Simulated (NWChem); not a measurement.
The numbers come from NWChem runs, not from measurements. System: H6Al2, charge 0, spin multiplicity 1, at a geometry optimised with B3LYP/def2-SVP. The structure started from a generated list of species. Level: B3LYP/def2-TZVPP, VWN1-RPA local correlation.

Output (cleaned and shortened):

```
             Northwest Computational Chemistry Package (NWChem) 7.3.0
             --------------------------------------------------------

                                NWChem Input Module
                                -------------------

 Scaling coordinates for geometry "geometry" by  1.889725989
 (inverse scale =  0.529177249)

 Turning off AUTOSYM since
 SYMMETRY directive was detected!

                             Geometry "geometry" -> ""
                             -------------------------

 Output coordinates in angstroms (scale by  1.889725989 to convert to a.u.)

  No.       Tag          Charge          X              Y              Z
 ---- ---------------- ---------- -------------- -------------- --------------
    1 Al                  13.0000     0.00000000     0.00000000    -1.31083600
    2 Al                  13.0000     0.00000000     0.00000000     1.31083600
    3 H                    1.0000     0.00000000    -1.14787300     0.00000000
    4 H                    1.0000    -1.41664000     0.00000000    -2.00400600
    5 H                    1.0000     1.41664000     0.00000000    -2.00400600
    6 H                    1.0000     0.00000000     1.14787300     0.00000000
    7 H                    1.0000    -1.41664000     0.00000000     2.00400600
    8 H                    1.0000     1.41664000     0.00000000     2.00400600

 Effective nuclear repulsion energy (a.u.)      77.6322522453

            Nuclear Dipole moment (a.u.)
            ----------------------------
        X                 Y               Z
 ---------------- ---------------- ----------------
     0.0000000000     0.0000000000     0.0000000000

      Symmetry information
      --------------------

 Group name             D2h
 Group number             26
 Group order               8
 No. of unique centers     3

      Symmetry unique atoms

     1    3    4


 Summary of "ao basis" -> "" (spherical)
 ------------------------------------------------------------------------------
       Tag                 Description            Shells   Functions and Types
 ---------------- ------------------------------  ------  ---------------------
 *                         def2-tzvpp                 on all atoms

                                 NWChem DFT Module
                                 -----------------

 Summary of "ao basis" -> "ao basis" (spherical)
 ------------------------------------------------------------------------------
[...]
 Vector   15  Occ=2.000000D+00  E=-3.240111D-01  Symmetry=b3u
              MO Center= -6.7D-14,  8.0D-19,  7.3D-17, r^2= 5.9D+00
   Bfn.  Coefficient  Atom+Function         Bfn.  Coefficient  Atom+Function
  ----- ------------  ---------------      ----- ------------  ---------------
    15      0.213574  1 Al px                57      0.213574  2 Al px
   100     -0.160674  4 H  s                114      0.160674  5 H  s
   142     -0.160674  7 H  s                156      0.160674  8 H  s
   101     -0.125011  4 H  s                115      0.125011  5 H  s
   143     -0.125011  7 H  s                157      0.125011  8 H  s

 Vector   16  Occ=2.000000D+00  E=-3.102283D-01  Symmetry=b2g
              MO Center= -4.3D-15, -6.7D-16,  2.6D-15, r^2= 6.2D+00
   Bfn.  Coefficient  Atom+Function         Bfn.  Coefficient  Atom+Function
  ----- ------------  ---------------      ----- ------------  ---------------
    15      0.200264  1 Al px                57     -0.200264  2 Al px
   100     -0.172552  4 H  s                114      0.172552  5 H  s
   142      0.172552  7 H  s                156     -0.172552  8 H  s
   101     -0.131981  4 H  s                115      0.131981  5 H  s
   143      0.131981  7 H  s                157     -0.131981  8 H  s

 Vector   17  Occ=0.000000D+00  E=-4.768609D-02  Symmetry=b3g
              MO Center=  1.3D-16,  6.6D-16,  3.8D-15, r^2= 6.4D+00
   Bfn.  Coefficient  Atom+Function         Bfn.  Coefficient  Atom+Function
  ----- ------------  ---------------      ----- ------------  ---------------
    19      0.608869  1 Al py                61     -0.608869  2 Al py
    16      0.318922  1 Al py                58     -0.318922  2 Al py
     7     -0.081116  1 Al py                49      0.081116  2 Al py
    10     -0.070312  1 Al py                52      0.070312  2 Al py
    93      0.027966  3 H  pz               135     -0.027966  6 H  pz

 Vector   18  Occ=0.000000D+00  E= 1.882256D-03  Symmetry=b1u
              MO Center=  3.2D-15, -1.9D-16, -3.6D-14, r^2= 6.5D+00
   Bfn.  Coefficient  Atom+Function         Bfn.  Coefficient  Atom+Function
  ----- ------------  ---------------      ----- ------------  ---------------
     5      2.048282  1 Al s                 47     -2.048282  2 Al s
    20      0.987712  1 Al pz                62      0.987712  2 Al pz
   101     -0.450873  4 H  s                115     -0.450873  5 H  s
   143      0.450873  7 H  s                157      0.450873  8 H  s
     4      0.373242  1 Al s                 46     -0.373242  2 Al s

 Vector   19  Occ=0.000000D+00  E= 5.612944D-03  Symmetry=ag
              MO Center= -1.6D-13,  8.8D-15, -1.7D-14, r^2= 8.2D+00
   Bfn.  Coefficient  Atom+Function         Bfn.  Coefficient  Atom+Function
  ----- ------------  ---------------      ----- ------------  ---------------
    20      0.946635  1 Al pz                62     -0.946635  2 Al pz
    87     -0.845795  3 H  s                129     -0.845795  6 H  s
   101      0.472689  4 H  s                115      0.472689  5 H  s
   143      0.472689  7 H  s                157      0.472689  8 H  s
     5     -0.325567  1 Al s                 47     -0.325567  2 Al s

 center of mass
 --------------
 x =   0.00000000 y =   0.00000000 z =   0.00000000

 moments of inertia (a.u.)
 ------------------
         398.423586158883           0.000000000000           0.000000000000
           0.000000000000         417.830339010380           0.000000000000
           0.000000000000           0.000000000000          38.375142893925

     Multipole analysis of the density
     ---------------------------------

     L   x y z        total         alpha         beta         nuclear
     -   - - -        -----         -----         ----         -------
     0   0 0 0      0.000000    -16.000000    -16.000000     32.000000

     1   1 0 0      0.000000      0.000000      0.000000      0.000000
     1   0 1 0      0.000000      0.000000      0.000000      0.000000
     1   0 0 1      0.000000      0.000000      0.000000      0.000000

     2   2 0 0    -26.920254    -27.793443    -27.793443     28.666631
     2   1 1 0     -0.000000     -0.000000     -0.000000      0.000000
     2   1 0 1      0.000000      0.000000      0.000000      0.000000
     2   0 2 0    -20.610873    -15.010715    -15.010715      9.410557
     2   0 1 1      0.000000      0.000000      0.000000      0.000000
     2   0 0 2    -24.592407   -120.748939   -120.748939    216.905470

 Task  times  cpu:        6.3s     wall:        6.3s

 Total times  cpu:        6.4s     wall:        6.4s
```

**Question.** Write an NWChem input that would produce this output.

**Answer.** One answer among several that fit: 
```
start mol
memory heap 200 mb stack 900 mb global 1100 mb
geometry units angstroms nocenter noautoz
  Al     0.000000     0.000000    -1.310836
  Al     0.000000     0.000000     1.310836
  H      0.000000    -1.147873     0.000000
  H     -1.416640     0.000000    -2.004006
  H      1.416640     0.000000    -2.004006
  H      0.000000     1.147873     0.000000
  H     -1.416640     0.000000     2.004006
  H      1.416640     0.000000     2.004006
  symmetry group D2h
end
basis spherical
  * library def2-tzvpp
end
dft
  xc b3lyp
  semidirect memsize 60000000 filesize 0
  iterations 100
end
task dft energy
```
